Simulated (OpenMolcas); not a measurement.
# How basis sets differ on CuNH2 (SMILES [NH2][Cu])

CuNH2 has 4 atoms, charge 0, and is taken as a singlet. As SMILES, `[NH2][Cu]`. Geometry: relaxed at PBE0-D4/def2-TZVP.

Quantity: the dipole moment, in D. The values are calculated.

```tsv
level	kind	program	value (D)	CPU time
HF/STO-3G	Hartree–Fock	OpenMolcas	2.16	6.2 s
HF/3-21G	Hartree–Fock	OpenMolcas	3.02	2.1 s
HF/def2-SVP	Hartree–Fock	OpenMolcas	4.75	3 s
HF/cc-pVTZ	Hartree–Fock	OpenMolcas	4.56	28 s
```

The values span 2.16 to 4.75 D. Sets without polarisation functions give poor dipoles. CPU times are rough (shared hosts, several kinds of processor): they show what a rung costs within a factor of a few.
